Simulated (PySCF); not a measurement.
Potential energy curve for ICl, singlet.

Methods: UHF/def2-TZVP, def2 effective core potentials past Kr (PySCF); RHF/def2-TZVP, def2 effective core potentials past Kr (PySCF); UKS-PBE = unrestricted PBE/def2-TZVP, def2 effective core potentials past Kr (PySCF); RKS-PBE = restricted PBE/def2-TZVP, def2 effective core potentials past Kr in PySCF; UKS-CAM-B3LYP = unrestricted CAM-B3LYP/def2-TZVP, def2 effective core potentials past Kr (PySCF); RKS-CAM-B3LYP = restricted CAM-B3LYP/def2-TZVP, def2 effective core potentials past Kr run with PySCF; UKS-M06-2X = unrestricted M06-2X/def2-TZVP, def2 effective core potentials past Kr (PySCF); RKS-M06-2X = PySCF with restricted M06-2X/def2-TZVP, def2 effective core potentials past Kr.

Scanned distances (Å): 1.74, 1.86, 1.97, 2.07, 2.20, 2.25, 2.31, 2.40, 2.42, 2.56, 2.70, 2.85, 3.08, 3.45, 3.80, 4.16, 4.62, 5.06, 5.67, 6.17, 6.86, 8.06, 9.14.

**Question.** Where does the unrestricted solution first break spin symmetry (<S²> of 0.01 or more)?

**Answer.** UHF: between 2.42 and 2.56 Å; UKS-PBE: between 2.70 and 2.85 Å; UKS-CAM-B3LYP: between 2.85 and 3.08 Å; UKS-M06-2X: between 2.70 and 2.85 Å.

```tsv
R / Å	<S²> UHF	E(RHF) − E(UHF) / kcal/mol	<S²> UKS-PBE	E(RKS-PBE) − E(UKS-PBE) / kcal/mol	<S²> UKS-CAM-B3LYP	E(RKS-CAM-B3LYP) − E(UKS-CAM-B3LYP) / kcal/mol	<S²> UKS-M06-2X	E(RKS-M06-2X) − E(UKS-M06-2X) / kcal/mol
1.74	0.00	0.0	0.00	0.0	0.00	0.0	0.00	0.0
1.86	0.00	0.0	0.00	0.0	0.00	0.0	0.00	0.0
1.97	0.00	0.0	0.00	0.0	0.00	0.0	0.00	0.0
2.07	0.00	0.0	0.00	0.0	0.00	0.0	0.00	0.0
2.20	0.00	0.0	0.00	0.0	0.00	0.0	0.00	0.0
2.25	0.00	0.0	0.00	0.0	0.00	0.0	0.00	0.0
2.31	0.00	0.0	0.00	0.0	0.00	0.0	0.00	0.0
2.40	0.00	0.0	0.00	0.0	0.00	0.0	0.00	0.0
2.42	0.00	0.0	0.00	0.0	0.00	0.0	0.00	0.0
2.56	0.13	0.3	0.00	0.0	0.00	0.0	0.00	0.0
2.70	0.48	4.9	0.00	0.0	0.00	0.0	0.00	0.0
2.85	0.69	13.6	0.03	0.0	0.00	0.0	0.17	0.4
3.08	0.86	29.3	0.49	1.3	0.50	3.6	0.61	6.7
3.45	0.98	53.5	0.82	—	0.89	16.2	0.88	22.5
3.80	1.01	72.0	0.94	—	1.00	28.4	0.97	35.0
4.16	1.02	86.4	0.99	—	1.01	38.5	1.01	44.4
4.62	1.02	99.1	1.00	—	1.01	47.4	1.01	52.8
5.06	1.02	107.2	1.00	—	1.01	53.0	1.01	58.1
5.67	1.02	114.5	1.00	—	1.01	57.9	1.01	62.6
6.17	1.02	118.4	1.00	—	1.01	60.5	1.01	64.8
6.86	1.02	122.3	1.00	—	1.01	63.0	1.01	66.9
8.06	1.02	126.6	1.00	—	1.01	65.8	1.01	69.3
9.14	1.02	129.3	1.00	—	1.01	67.6	1.01	70.8
```

Dashes: no converged value, or the column stops at the first point that the program doubted or that broke a chosen test of continuity, which isn't proof of a fault.
